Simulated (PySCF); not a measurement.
Al(Cl)(Me)(OH) (CH4AlClO), SMILES [CH3][Al]([OH])[Cl]. Atoms are numbered in the order given.

```xyz
8

Al    -0.1065    -0.3917     0.0000
Cl     0.2889     1.6867     0.0000
C      1.3196    -1.6927     0.0000
H      1.9693    -1.5741     0.8833
H      0.9278    -2.7219     0.0000
H      1.9693    -1.5741    -0.8833
O     -1.7263    -0.9027     0.0000
H     -2.5011    -0.3341     0.0000
```

The structure is a stationary point at r2SCAN-D4/def2-SVP. One conformer was computed; it need not be the lowest.

Calculation: HF/def2-TZVP run with PySCF.

Symmetry labels are those of the subgroup Cs that the program uses (full group Cs).

Computed valence orbital energies around the gap with their symmetry:
```csv
orbital,symmetry,energy (eV)
HOMO−7,A',-15.37
HOMO−6,A",-14.98
HOMO−5,A',-14.88
HOMO−4,A',-13.95
HOMO−3,A",-13.78
HOMO−2,A',-12.62
HOMO−1,A",-12.59
HOMO,A',-11.91
LUMO,A',2.41
LUMO+1,A",2.52
LUMO+2,A',3.71
LUMO+3,A',4.61
```
